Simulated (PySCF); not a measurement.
PySCF input file for Si(AsH2)(F)(OH)2 (AsFH4O2Si), SMILES O[Si](O)(F)[AsH2], C-PCM-M06-2X/def2-SVP. Geometry: ωB97X-D3(BJ)/def2-SVP. One conformer was computed; it need not be the lowest.

```python
import numpy as np
from pyscf import gto, scf, dft
from pyscf.solvent import pcm

mol = gto.M(
    atom='''
    O    -0.94207665   -1.05669841    1.56303313
    Si   -0.81404107   -0.20670685    0.16177590
    O    -1.83179745    1.09145112    0.27639379
    F    -1.31505950   -1.10764732   -1.09903361
    As    1.38798104    0.37772434   -0.28954997
    H    -1.82677961   -1.13255262    1.93919187
    H    -2.04558124    1.56904815   -0.53169913
    H     1.63644209    0.73730139    1.16363491
    H     1.85564785   -1.05400037   -0.10495396
    ''',
    basis='def2-SVP',
    charge=0,
    spin=0,
    max_memory=1600,
    verbose=3,
)
mf = dft.RKS(mol, xc='m06-2x').density_fit(auxbasis='def2-universal-jkfit')
mf.grids.level = 4
mf.conv_tol = 1e-9
mf.max_cycle = 100
mf.kernel()
res = {}
for name, eps in {'water': 78.355, 'methanol': 32.613, 'tetrahydrofuran': 7.4257}.items():
    s = mf.PCM()
    s.with_solvent.method, s.with_solvent.eps, s.with_solvent.lebedev_order = 'C-PCM', eps, 29
    s.kernel(mf.make_rdm1())
    res[name] = (s.e_tot, eps, s.dip_moment(), s.mo_energy, s.converged)
    print(f'{name}: electrostatic solvation free energy {(s.e_tot - mf.e_tot) * 627.509474:.3f} kcal/mol')
```

Log of the run:

```
converged SCF energy = -2777.56784854862

WARN: PCM is an experimental feature. It is still in testing.
Features and APIs may be changed in the future.

converged SCF energy = -2777.58100935172
Dipole moment(X, Y, Z, Debye): -1.17223,  1.04691,  0.33207
water: electrostatic solvation free energy -8.259 kcal/mol

WARN: PCM is an experimental feature. It is still in testing.
Features and APIs may be changed in the future.

converged SCF energy = -2777.58075312617
Dipole moment(X, Y, Z, Debye): -1.16795,  1.04342,  0.33046
methanol: electrostatic solvation free energy -8.098 kcal/mol

WARN: PCM is an experimental feature. It is still in testing.
Features and APIs may be changed in the future.

converged SCF energy = -2777.57927818409
Dipole moment(X, Y, Z, Debye): -1.14377,  1.02375,  0.32159
tetrahydrofuran: electrostatic solvation free energy -7.172 kcal/mol
```

The calculation finished and met its thresholds.

Cost: around 90 core-seconds (rough).
